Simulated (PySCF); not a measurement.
CHO₂, SMILES O=[C]O, doublet at its PBE0/def2-SVP optimised geometry (Å):

```
4

O     -0.1122     1.1309    -0.0004
C     -0.7052     0.1082     0.0000
O     -0.2724    -1.1309     0.0000
H      0.7052    -1.1309     0.0000
```

Calculation: unrestricted PBE0/def2-TZVP (PySCF). Cells within 0.4 Å of a nucleus heavier than hydrogen are left out (blank, or x).

Map of the Laplacian of the electron density (e/bohr⁵), clipped to [-1.50, 1.50] on the plane z = 0.0 Å:

```
|6666666666666666666666666666666|
|6666666666666666666666666666666|
|6666666666666666666666666666666|
|6666666666666666666666666666666|
|6666666666666666666666666666666|
|6666666666666777766666666666666|
|6666666666677777777666666666666|
|6666666666777899877766666666666|
|6666666666778867987766666666666|
|66666666677891xx198766666666666|
|6666666667789xxxx88776666666666|
|66666666777880xxx88776666666666|
|6666666677776101897766666666666|
|666666677768x238987766666666666|
|66666667763xxx58877766666666666|
|66666667763xxx78777666666666666|
|666666677659x768877766666666666|
|6666666677775369977776666666666|
|6666666677897008987776666666666|
|6666666677897xxx441677666666666|
|6666666667892xxx000577666666666|
|6666666667796xxx665777666666666|
|6666666667789779987776666666666|
|6666666666778998877766666666666|
|6666666666677777777666666666666|
|6666666666667777766666666666666|
|6666666666666666666666666666666|
|6666666666666666666666666666666|
|6666666666666666666666666666666|
|6666666666666666666666666666666|
|6666666666666666666666666666666|
```
Scale: ten equal steps from -1.50 (start of '0') to 0.695 (end of '9'), in the order '0123456789'; x runs from -3.50 to 3.50, y from -3.50 (bottom) to 3.50 (top).
